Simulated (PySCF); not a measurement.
**Pm (promethium, neutral): revPBE calculation**

Configuration: [Xe] 4f4 6s2 6p1, one real determinant (an excited configuration). All numbers are calculated (PySCF 2.14, the spin-free X2C one-electron Hamiltonian (Gaussian nucleus), in cc-pVDZ-X2C).

```json
{"Total energy": "-10019.74 hartree", "One-electron energy": "-13666.37 hartree", "Hartree (Coulomb) energy": "3878.28 hartree", "Exchange-correlation energy": "-231.65 hartree", "⟨S²⟩": "9.5085", "⟨L²⟩": "39.045", "Sum of ⟨r⟩": "46.05 bohr", "Sum of ⟨r²⟩": "99.82 bohr²", "Traceless quadrupole moment −½Σ⟨3z² − r²⟩ along its main axis": "-13.3 e·bohr²", "Langevin diamagnetic susceptibility": "-79.1 ×10⁻⁶ cm³/mol", "Time after the integrals": "of the order of 7 core-seconds"}
```

```
shell  electrons  mean orbital energy (hartree)  spread (hartree)  rms radius, mean of both spins (bohr)
 1s α          1                    -1650.83451                 0                                 0.0264
 1s β          1                    -1650.83386                 0                                 0.0264
 2s α          1                     -268.71317                 0                                  0.107
 2s β          1                     -268.71157                 0                                  0.107
 2p α          3                     -240.35099           0.00084                                 0.0959
 2p β          3                     -240.34955           0.00020                                 0.0959
 3s α          1                      -58.92685                 0                                  0.278
 3s β          1                      -58.88133                 0                                  0.278
 3p α          3                      -49.98622           0.00555                                  0.278
 3p β          3                      -49.94084           0.00866                                  0.278
 3d α          5                      -37.55710           0.00498                                  0.256
 3d β          5                      -37.52167           0.01163                                  0.256
 4s α          1                      -12.02565                 0                                  0.629
 4s β          1                      -11.90662                 0                                  0.629
 4p α          3                       -9.07678           0.00682                                  0.668
 4p β          3                       -8.95749           0.01387                                  0.668
 4d α          5                       -4.87031           0.00521                                  0.739
 4d β          5                       -4.75062           0.02689                                  0.739
 5s α          1                       -1.76306                 0                                   1.50
 5s β          1                       -1.69626                 0                                   1.50
 5p α          3                       -1.02703           0.00737                                   1.75
 5p β          3                       -0.97840           0.01402                                   1.75
 4f α          4                       -0.41077           0.01660                                   1.06
 6s α          1                       -0.18348                 0                                   4.01
 6s β          1                       -0.17976                 0                                   4.01
 6p α          1                       -0.08624                 0                                   5.47
```

⟨L²⟩ = 39.04 against 56 for a pure K term, so this real determinant mixes terms. Spin-orbit coupling, absent here, splits the open shell strongly. ⟨S²⟩ = 9.51 against 8.75 shows spin contamination. The s, p, d and f populations moved away from the nominal configuration during the SCF.

Densities and radii are taken from the X2C orbitals without a picture-change correction, which distorts them close to the nucleus.
